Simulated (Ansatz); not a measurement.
H4N2Si, SMILES `N[Si]N` (lower singlet) (charge 0, multiplicity 1). This singlet lies 2.50 eV below the relaxed triplet at the level frozen-core CCSD(T)/cc-pVTZ // PBE0-D3(BJ)/def2-TZVP (Ansatz, an electronic-structure program).

The numbers are results of LDA/cc-pVTZ // PBE0-D3(BJ)/def2-TZVP run with Ansatz, not measurements.

Ansatz 0.2 input:
```yaml
crystal:
  periodic: [false, false, false]
  atoms:
    - { symbol: N, position_ang: [-1.30647, -0.156052, 0.040002] }
    - { symbol: Si, position_ang: [0.089296, -0.780933, 0.818937] }
    - { symbol: N, position_ang: [1.311726, 0.110094, 0.008313] }
    - { symbol: H, position_ang: [-1.347679, 0.54171, -0.68805] }
    - { symbol: H, position_ang: [-2.221789, -0.486291, 0.297068] }
    - { symbol: H, position_ang: [2.280661, -0.0286, 0.242576] }
    - { symbol: H, position_ang: [1.194255, 0.800071, -0.718848] }
basis:
  gaussian: { orbitals: cc-pVTZ }
hamiltonian:
  xc: lda
```

Output:

```
Functional definition: SPW92
865 factors; their error is unknown
mean field evaluation 1: about -10850.8646 eV, gradient 1.0e2 eV
mean field evaluation 2: about -10789.1450 eV, gradient 1.7e2 eV
mean field evaluation 4: about -10868.6626 eV, gradient 9.8e0 eV
mean field evaluation 8: about -10868.9242 eV, gradient 1.9e-1 eV
mean field evaluation 16: about -10868.9242 eV, gradient 5.5e-5 eV
mean field -10868.92422200 eV, -399.4255979372 hartree, gradient 5.5e-5 eV, S^2 0.000000; 0 other end points of the search recorded, 0 dependent functions left out
reference -10868.92425151 eV, -399.4255990215 hartree; 16, 16 occupied and 134, 134 virtual orbitals, 865 factors
Total energy: -10868.92425151 eV, -399.4255990215 hartree
```
